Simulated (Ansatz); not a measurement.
C4H6S, SMILES C1=CSCC1.

Geometry: PBE-D3(BJ)/def2-SVP. The values are those of a single conformer.

Two levels are set side by side: PBE/def2-SVPD (Ansatz, a program for electronic structure) and CAM-B3LYP/def2-SVPD (Ansatz). Energy differences of separate SCF runs at the same geometry; the states with an electron removed or added have multiplicity 2 and 2. Differences are taken from unrounded values.

```json
[
 {"quantity": "vertical ionisation energy (eV)", "CAM-B3LYP": "8.03", "PBE": "7.85", "PBE minus CAM-B3LYP": "-0.18"},
 {"quantity": "vertical singlet–triplet gap (eV)", "CAM-B3LYP": "3.52", "PBE": "3.45", "PBE minus CAM-B3LYP": "-0.07"}
]
```
